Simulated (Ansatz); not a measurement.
Steps of a relaxation of C6H11HfNO (`[CH3][Hf]1234([NH2])([OH])[C@H]5[C@@H]1[C@@H]2[C@@H]3[C@H]54`) with RKS PBE0-D4/def2-TZVP.

```sh
$ ansatz run in.yaml --threads 4 --pin off --events-out ev --progress --plain --max-ram 66560MiB --backend cuda --devices 0, --max-vram 37GiB
```

```yaml
crystal:
  periodic: [false, false, false]
  atoms:
    - {symbol: C, position_ang: [1.450460, 0.501410, -1.868670]}
    - {symbol: Hf, position_ang: [-0.023440, -0.353900, -0.469230]}
    - {symbol: N, position_ang: [0.644090, -2.246890, -0.285350]}
    - {symbol: O, position_ang: [-1.464780, -0.633080, -1.656760]}
    - {symbol: C, position_ang: [-0.459540, 1.753840, 0.779420]}
    - {symbol: C, position_ang: [-1.617200, 0.961610, 0.921430]}
    - {symbol: C, position_ang: [-1.272460, -0.189610, 1.663390]}
    - {symbol: C, position_ang: [0.097050, -0.094310, 2.003590]}
    - {symbol: C, position_ang: [0.601210, 1.101320, 1.451800]}
    - {symbol: H, position_ang: [1.596880, -0.129190, -2.755020]}
    - {symbol: H, position_ang: [2.439030, 0.627520, -1.410060]}
    - {symbol: H, position_ang: [1.137310, 1.488160, -2.234370]}
    - {symbol: H, position_ang: [0.969730, -2.685690, -1.149430]}
    - {symbol: H, position_ang: [-0.047840, -2.893980, 0.101050]}
    - {symbol: H, position_ang: [-1.236930, -1.068450, -2.484240]}
    - {symbol: H, position_ang: [-0.428410, 2.759260, 0.381110]}
    - {symbol: H, position_ang: [-2.617150, 1.244530, 0.624590]}
    - {symbol: H, position_ang: [-1.970200, -0.920070, 2.052290]}
    - {symbol: H, position_ang: [0.626390, -0.747840, 2.682860]}
    - {symbol: H, position_ang: [1.575780, 1.525350, 1.651610]}
basis:
  gaussian: {orbitals: def2-TZVP}
hamiltonian: {xc: pbe0, dispersion: d4}
relax: {f_tol: 0.005, max_steps: 150}
```

Positions (Å) and forces (eV/Å) along the path, 8 of 37 steps:

```xyz
20
step=1 energy=-11240.5211 eV
C     1.450    0.501   -1.869    0.488    0.456   -0.162
Hf   -0.023   -0.354   -0.469    1.194   -0.118   -0.044
N     0.644   -2.247   -0.285   -0.106   -1.275   -0.075
O    -1.465   -0.633   -1.657   -1.537   -0.098   -1.562
C    -0.460    1.754    0.779   -0.154    0.329    0.695
C    -1.617    0.962    0.921   -0.124    0.309    0.472
C    -1.272   -0.190    1.663   -0.052    0.420    0.647
C     0.097   -0.094    2.004   -0.209    0.273    0.556
C     0.601    1.101    1.452   -0.182    0.386    0.543
H     1.597   -0.129   -2.755   -0.060   -0.047    0.022
H     2.439    0.628   -1.410    0.011    0.046   -0.033
H     1.137    1.488   -2.234    0.061   -0.021   -0.010
H     0.970   -2.686   -1.149    0.081    0.123    0.310
H    -0.048   -2.894    0.101    0.479    0.045    0.099
H    -1.237   -1.068   -2.484   -0.323    0.003    0.041
H    -0.428    2.759    0.381    0.090   -0.185   -0.296
H    -2.617    1.245    0.625    0.090   -0.172   -0.292
H    -1.970   -0.920    2.052    0.099   -0.150   -0.304
H     0.626   -0.748    2.683    0.073   -0.162   -0.306
H     1.576    1.525    1.652    0.080   -0.161   -0.300
20
step=3 energy=-11241.0320 eV
C     1.492    0.566   -1.820    0.047    0.061    0.092
Hf   -0.086   -0.365   -0.526    0.147   -0.058    0.204
N     0.632   -2.278   -0.301   -0.735   -0.927    0.459
O    -1.595   -0.469   -1.774    0.105   -0.583   -0.757
C    -0.465    1.782    0.820    0.029    0.137   -0.070
C    -1.631    1.004    0.960   -0.172    0.055   -0.092
C    -1.294   -0.154    1.697   -0.096   -0.157    0.043
C     0.079   -0.084    2.021    0.085   -0.124    0.066
C     0.593    1.110    1.474    0.169    0.048   -0.015
H     1.631   -0.073   -2.704   -0.015    0.004    0.014
H     2.473    0.667   -1.342   -0.048   -0.006    0.002
H     1.206    1.557   -2.193    0.002   -0.019    0.003
H     1.019   -2.793   -1.091    0.004    0.180    0.185
H     0.206   -2.989    0.331    0.656    0.858   -0.605
H    -1.546   -1.123   -2.496   -0.235    0.570    0.559
H    -0.389    2.731    0.299   -0.005   -0.173    0.068
H    -2.609    1.237    0.551    0.193   -0.058    0.064
H    -1.976   -0.954    1.971    0.119    0.137   -0.062
H     0.642   -0.826    2.575   -0.086    0.120   -0.107
H     1.619    1.454    1.548   -0.164   -0.064   -0.049
20
step=10 energy=-11241.2603 eV
C     1.549    0.583   -1.684    0.029   -0.025   -0.001
Hf   -0.177   -0.365   -0.606    0.025    0.043    0.038
N     0.477   -2.264   -0.254    0.013   -0.030   -0.062
O    -1.471   -0.475   -2.043   -0.005   -0.138   -0.062
C    -0.493    1.745    0.755   -0.044   -0.045   -0.012
C    -1.639    0.945    0.956   -0.040    0.056   -0.123
C    -1.248   -0.207    1.669    0.025    0.040    0.129
C     0.134   -0.095    1.944    0.081   -0.067   -0.110
C     0.603    1.098    1.364   -0.041    0.011    0.134
H     1.709    0.029   -2.619    0.014    0.017    0.017
H     2.490    0.557   -1.126   -0.008    0.006   -0.009
H     1.357    1.627   -1.961   -0.007    0.002    0.005
H     0.639   -2.907   -1.020   -0.016    0.025    0.032
H     0.718   -2.728    0.606    0.007   -0.012    0.026
H    -2.018   -1.005   -2.616   -0.032    0.106    0.030
H    -0.455    2.684    0.220   -0.013   -0.003   -0.008
H    -2.635    1.161    0.596   -0.011    0.004   -0.010
H    -1.892   -1.023    1.962    0.003    0.017    0.014
H     0.730   -0.817    2.483    0.013   -0.001   -0.028
H     1.621    1.457    1.374    0.007   -0.010    0.001
20
step=14 energy=-11241.2858 eV
C     1.594    0.563   -1.643    0.008    0.009   -0.020
Hf   -0.162   -0.383   -0.609   -0.028    0.021    0.008
N     0.489   -2.280   -0.252   -0.003   -0.093   -0.019
O    -1.433   -0.516   -2.061   -0.284   -0.194   -0.213
C    -0.528    1.740    0.729    0.029   -0.023   -0.003
C    -1.656    0.918    0.945   -0.028   -0.015    0.001
C    -1.234   -0.214    1.675    0.021   -0.018   -0.024
C     0.153   -0.084    1.918   -0.027    0.036    0.003
C     0.586    1.122    1.336    0.004   -0.002   -0.012
H     1.776    0.013   -2.575   -0.010    0.023   -0.022
H     2.534    0.560   -1.084   -0.055   -0.007    0.032
H     1.379    1.604   -1.918    0.024   -0.005   -0.029
H     0.562   -2.950   -1.009   -0.010    0.040    0.059
H     0.774   -2.732    0.603   -0.006    0.019   -0.033
H    -2.170   -0.812   -2.601    0.362    0.207    0.279
H    -0.515    2.672    0.182   -0.004   -0.003    0.004
H    -2.660    1.113    0.597    0.005   -0.006    0.002
H    -1.859   -1.038    1.988    0.006    0.003   -0.005
H     0.772   -0.792    2.450    0.001    0.006   -0.007
H     1.598    1.498    1.329   -0.006    0.001   -0.001
20
step=17 energy=-11241.2994 eV
C     1.605    0.567   -1.645    0.026    0.003   -0.004
Hf   -0.139   -0.397   -0.602   -0.006   -0.043   -0.062
N     0.477   -2.310   -0.253    0.048   -0.089    0.081
O    -1.400   -0.544   -2.052   -0.034   -0.019    0.006
C    -0.547    1.728    0.708   -0.010    0.028    0.019
C    -1.659    0.886    0.929   -0.014    0.024    0.002
C    -1.218   -0.229    1.672   -0.004    0.000    0.018
C     0.164   -0.066    1.923   -0.003    0.002   -0.013
C     0.576    1.141    1.329   -0.008   -0.006   -0.036
H     1.798    0.031   -2.582   -0.004   -0.003    0.020
H     2.535    0.555   -1.067    0.000   -0.005   -0.001
H     1.399    1.611   -1.910   -0.002    0.004    0.002
H     0.431   -3.026   -0.967    0.010    0.050    0.009
H     0.829   -2.729    0.596   -0.032    0.029   -0.066
H    -2.185   -0.648   -2.579    0.028    0.039    0.016
H    -0.551    2.655    0.152   -0.001   -0.006    0.001
H    -2.665    1.056    0.572    0.001   -0.003    0.011
H    -1.827   -1.063    1.988    0.007   -0.006   -0.002
H     0.796   -0.755    2.464   -0.003   -0.005    0.000
H     1.580    1.538    1.323    0.001    0.008   -0.002
20
step=20 energy=-11241.3037 eV
C     1.610    0.552   -1.637    0.008    0.000   -0.001
Hf   -0.139   -0.407   -0.600   -0.004    0.007    0.014
N     0.483   -2.316   -0.245    0.007   -0.011   -0.003
O    -1.403   -0.544   -2.047   -0.046   -0.008   -0.028
C    -0.563    1.727    0.702   -0.008   -0.002   -0.002
C    -1.668    0.880    0.933   -0.004    0.004   -0.012
C    -1.214   -0.231    1.676   -0.001   -0.002    0.005
C     0.168   -0.060    1.915    0.010   -0.006    0.007
C     0.569    1.148    1.313    0.003    0.004   -0.006
H     1.805    0.014   -2.573   -0.001    0.000    0.005
H     2.538    0.536   -1.056    0.002   -0.002    0.002
H     1.408    1.597   -1.901    0.007    0.002   -0.004
H     0.456   -3.017   -0.974    0.006   -0.001    0.002
H     0.827   -2.745    0.600   -0.001   -0.007    0.003
H    -2.189   -0.566   -2.582    0.030    0.019    0.017
H    -0.575    2.651    0.141   -0.006    0.003    0.000
H    -2.678    1.042    0.585   -0.002   -0.001    0.003
H    -1.815   -1.069    1.998    0.000   -0.001    0.003
H     0.807   -0.744    2.453    0.003    0.001   -0.001
H     1.570    1.551    1.299   -0.002    0.002   -0.004
20
step=26 energy=-11241.3111 eV
C     1.700    0.473   -1.577   -0.057    0.006   -0.001
Hf   -0.153   -0.386   -0.624    0.112    0.040    0.083
N     0.375   -2.321   -0.254   -0.029   -0.024    0.001
O    -1.387   -0.426   -2.103   -0.056    0.024   -0.059
C    -0.693    1.715    0.682    0.024   -0.045   -0.011
C    -1.707    0.778    0.984    0.045   -0.025    0.000
C    -1.117   -0.279    1.713    0.004    0.025   -0.004
C     0.257    0.011    1.868   -0.019    0.024   -0.026
C     0.520    1.240    1.229   -0.049   -0.017    0.002
H     1.893   -0.060   -2.517   -0.004    0.006    0.017
H     2.598    0.377   -0.959   -0.023    0.003   -0.011
H     1.583    1.535   -1.828    0.019   -0.017   -0.001
H     0.366   -3.026   -0.978   -0.003   -0.012   -0.029
H     0.640   -2.760    0.614    0.006    0.002    0.004
H    -2.154   -0.296   -2.653    0.042   -0.014    0.018
H    -0.817    2.627    0.114   -0.003   -0.029    0.023
H    -2.746    0.848    0.694    0.028   -0.002    0.011
H    -1.625   -1.164    2.072    0.013    0.041   -0.002
H     0.984   -0.613    2.369   -0.019    0.028   -0.016
H     1.482    1.727    1.154   -0.032   -0.013    0.001
20
step=37 energy=-11241.3178 eV
C     1.777    0.392   -1.502    0.000    0.000    0.000
Hf   -0.151   -0.365   -0.627    0.000    0.001    0.001
N     0.222   -2.346   -0.306    0.000   -0.002   -0.001
O    -1.321   -0.279   -2.157   -0.002    0.001    0.001
C    -0.824    1.689    0.668    0.000    0.000    0.000
C    -1.722    0.666    1.045    0.000    0.000    0.001
C    -0.996   -0.304    1.770    0.000   -0.001   -0.001
C     0.348    0.118    1.837    0.000   -0.001    0.000
C     0.456    1.348    1.154   -0.001    0.001    0.000
H     1.987   -0.174   -2.418    0.001    0.000   -0.001
H     2.640    0.266   -0.840    0.000    0.000    0.000
H     1.728    1.451   -1.781    0.000    0.000    0.000
H     0.165   -3.024   -1.054    0.000    0.000   -0.001
H     0.456   -2.830    0.547    0.000    0.001    0.001
H    -2.041   -0.092   -2.749    0.002   -0.001   -0.001
H    -1.070    2.568    0.090    0.000    0.000    0.000
H    -2.777    0.628    0.814    0.000    0.000    0.000
H    -1.398   -1.217    2.181    0.000    0.000    0.000
H     1.160   -0.417    2.309    0.000    0.000    0.000
H     1.360    1.922    1.018    0.000    0.000    0.000
```

It took 2 min on 4 threads of an AMD EPYC 7R13 on a shared host and a share of an NVIDIA H100 80 GB, with 1 GiB of host memory at the peak.
